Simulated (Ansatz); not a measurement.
Reaction (redistribution): `[Cl][Hf]([Cl])([Cl])[I]` + `F[SiH2]O[SiH3]` → `[SiH3][O][Hf]([Cl])([Cl])[Cl]` + `F[SiH2]I`

Isolated molecules relaxed with PBE0-D4/def2-TZVP in Ansatz; ΔE leaves out vibrations. CCSD(T)/CBS is the MP2 limit (def2-TZVPP, def2-QZVPP) plus CCSD(T) − MP2 in def2-TZVPP, frozen cores. DFT in def2-TZVPP. Elements past krypton have def2 core potentials. For Hf, I outer-core shells are correlated without core-valence functions, which leaves a few kJ/mol of doubt a bond. Each species was taken in one conformer, which may not be the lowest.

| level | ΔE (kJ/mol) |
| --- | --- |
| BLYP-D4 | 16.1 |
| RPA@PBE/def2-TZVPP | 26.3 |
| SCS-MP2/def2-TZVPP | 29.3 |
| CCSD(T)/def2-TZVPP | 26.2 |

Task: What does CCSD(T)/CBS give? (Best estimate.)

Result: Ansatz gave: +25.9 kJ/mol. The listed levels differ from it by -9.8, 0.4, 3.4, 0.3 kJ/mol.

Largest T1 diagnostic among the species: 0.014.

At CCSD(T), def2-SVP lies −20.3 kJ/mol from the extrapolated value and def2-TZVPP +0.4 kJ/mol. From BLYP to BHLYP (50 % exact exchange), in def2-TZVPP and without D4, ΔE moves by +12.6 kJ/mol.
